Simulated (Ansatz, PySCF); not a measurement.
Molecule: BiF₂, net charge 0, doublet state. It need not be the lowest isomer of its formula. 
Coordinates optimised at B3LYP-D3(BJ)/def2-TZVP (Ansatz, a quantum-chemistry and plane-wave program):
```xyz
3

Bi    -0.1218    -0.0876     0.1883
F     -0.3250     1.6223    -0.8748
F      1.4481    -0.8140    -0.8620
```
Charge 0, spin multiplicity 2.

Quantity: atomisation energy (electronic, to ground-state atoms), in eV. Valence correlation only, unless marked. Open shells are spin-unrestricted. No spin-orbit coupling. The frozen core is the preceding noble-gas configuration, with the filled d and f shells of earlier blocks. Past Kr the def2 sets carry scalar-relativistic core potentials. The coupled-cluster limit lacks core correlation, which all-electron functionals hold. CBS marks a two-point X^-3 extrapolation of the correlation energy; Hartree-Fock from the larger set. The bracket is a focal-point correction in the basis named.

```json
[
 {"level": "HF/def2-TZVPD", "program": "PySCF", "atomisation energy (eV)": "4.10", "minus last row": "-4.12"},
 {"level": "HF/def2-TZVPP", "program": "Ansatz", "atomisation energy (eV)": "4.03", "minus last row": "-4.19"},
 {"level": "revPBE/def2-TZVPD", "program": "Ansatz", "atomisation energy (eV)": "8.45", "minus last row": "0.23"},
 {"level": "BHLYP-D4/def2-TZVPD", "program": "Ansatz + dftd4", "atomisation energy (eV)": "7.43", "minus last row": "-0.79"},
 {"level": "PW6B95-D4/def2-TZVPD", "program": "PySCF + dftd4", "atomisation energy (eV)": "8.42", "minus last row": "0.20"},
 {"level": "M06-2X/def2-TZVPD", "program": "PySCF", "atomisation energy (eV)": "7.75", "minus last row": "-0.47"},
 {"level": "MN15/def2-TZVPD", "program": "PySCF", "atomisation energy (eV)": "8.26", "minus last row": "0.04"},
 {"level": "HSE06-D4/def2-TZVPD", "program": "Ansatz + dftd4", "atomisation energy (eV)": "8.09", "minus last row": "-0.13"},
 {"level": "HSE06/def2-TZVPD", "program": "Ansatz", "atomisation energy (eV)": "8.06", "minus last row": "-0.16"},
 {"level": "RI-MP2/CBS(def2-TZVPPD,def2-QZVPPD)+[CCSD(T)-MP2]/def2-TZVPPD", "program": "Ansatz", "atomisation energy (eV)": "8.22", "minus last row": "0.00"}
]
```
